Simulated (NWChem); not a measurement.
Species: GeHF, singlet; SMILES [F][GeH]

All runs: NWChem. Low-valent species are run as closed-shell singlets; no triplet was tried in these runs. Geometry: optimised at PBE0/def2-SVP. Vertical excitations in the gas phase; the lowest state need not have the same character in each row.

```
level                    lowest excitation, singlet (eV)  oscillator strength of that lowest state  lowest triplet (eV)  orbital gap (eV)
-----------------------  -------------------------------  ----------------------------------------  -------------------  ----------------
PBE/def2-SVP, TDA                                   2.93                                     0.020                 1.88              2.39
B3LYP/def2-SVP, TDA                                 3.05                                     0.025                 1.96              3.96
CAM-B3LYP/def2-SVP, TDA                             3.06                                     0.026                 1.90              6.76
PBE0/def2-SVP, TDA                                  3.08                                     0.028                 1.88              4.38
```
